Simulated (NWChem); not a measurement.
System: CH₆F₂N₂Si; SMILES C(F)[Si](N)(F)N

Input file for NWChem:

```
start job
memory heap 200 mb stack 900 mb global 1100 mb
geometry units angstroms noautoz
  N      1.624759    -0.015253    -0.523886
  Si     0.058375     0.420276     0.001526
  N     -0.556783     1.667796    -0.997394
  F     -0.061035     1.023729     1.503553
  C     -0.895893    -1.219411     0.025997
  F     -0.060159    -2.209816     0.586334
  H      1.970466    -0.930045    -0.258382
  H      2.368016     0.667193    -0.603361
  H     -0.449148     1.667068    -2.001669
  H     -1.223011     2.352108    -0.667897
  H     -1.174304    -1.548985    -0.983879
  H     -1.814254    -1.169066     0.625097
end
basis spherical
  * library def2-tzvp
end
dft
  xc b3lyp
  iterations 150
  semidirect filesize 400000000
  mulliken
end
task dft energy
```

Structure relaxed at the B3LYP/6-31G* (spherical d) level.

Question: Predict the main results of this run. (B3LYP/def2-TZVP.) Quantities: energy (Ha); highest occupied level (eV); orbital gap (eV); dipole (D).

Answer: The energy (Ha) is -640.73 and the highest occupied level (eV) comes out as -7.43. The orbital gap (eV) is 7.84 and the dipole (D) comes out as 2.67.
